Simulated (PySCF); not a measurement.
Compound: InCl2Me, CH₃Cl₂In.
Structure used (PBE0-D3(BJ)/def2-SVP), in Å, numbered top down from 1:
```
atom  x, y, z in Å
In1    0.5312    0.8369    0.0095
Cl2    2.8746    0.9594    0.0443
Cl3   -0.3988    2.9885   -0.0239
C4    -0.6094   -0.9684    0.0003
H5    -0.6995   -1.3160   -1.0386
H6    -1.6080   -0.7711    0.4112
H7    -0.0901   -1.7293    0.5972
```

Method used: PySCF 2.14.0, density-fitted response routines, TDDFT wB97X-D/def2-SVPD, vertical, gas phase, core orbitals frozen in the response, def2 core potentials past Kr. Spin–orbit coupling is left out.

Transition dipole moments from the ground state, in atomic units and in the frame of the coordinates above (overall signs are arbitrary), for the states with f of 0.002 or more among the lowest 9:

| state | E (eV) | μx | μy | μz |
| --- | --- | --- | --- | --- |
| S1 | 5.900 | 0.304 | -0.274 | -0.059 |
| S2 | 5.900 | 0.215 | -0.096 | 0.117 |
| S3 | 5.983 | 0.554 | 0.842 | -0.002 |
| S6 | 6.364 | -0.009 | 0.002 | 0.529 |
| S7 | 6.492 | -0.231 | 0.143 | -0.005 |
| S8 | 6.803 | 0.091 | 0.143 | 0.004 |
| S9 | 6.999 | 0.000 | 0.007 | 0.206 |

(1) What oscillator strength does each state have?

(2) Which bond between heavy atoms lies closest to the direction of the S3 transition dipole?

(3) What angle do the transition dipoles of S3 and S7 make?

(4) What peak molar absorption coefficient would the strongest computed level give as a lone Gaussian band 0.3 eV wide at half height?

## Answers

(1) f = (2/3) ΔE |μ|² with ΔE in hartree (27.2114 eV).

| state | \|μ\|² (au) | \|μ\| (D) | f |
| --- | --- | --- | --- |
| S1 | 0.171 | 1.05 | 0.025 |
| S2 | 0.069 | 0.67 | 0.010 |
| S3 | 1.015 | 2.56 | 0.149 |
| S6 | 0.280 | 1.34 | 0.044 |
| S7 | 0.074 | 0.69 | 0.012 |
| S8 | 0.029 | 0.43 | 0.005 |
| S9 | 0.043 | 0.52 | 0.007 |

(2) In1–C4, at 1° from it; next In1–Cl2 at 54°.

(3) |cos θ| = |μa·μb| / (|μa| |μb|) = 0.03, so θ ≈ 88° (taken between 0 and 90°, since the signs are arbitrary).

(4) ε(max) = 2.175×10⁸ f / FWHM, with the width in cm⁻¹. S3: 2.175×10⁸ × 0.1487 / 2420 ≈ 13000 L mol⁻¹ cm⁻¹.

All these states lie below the vertical ionisation energy of 10.83 eV (ΔSCF).

The run took 70 s on an x86-64 server with one thread (shared host).
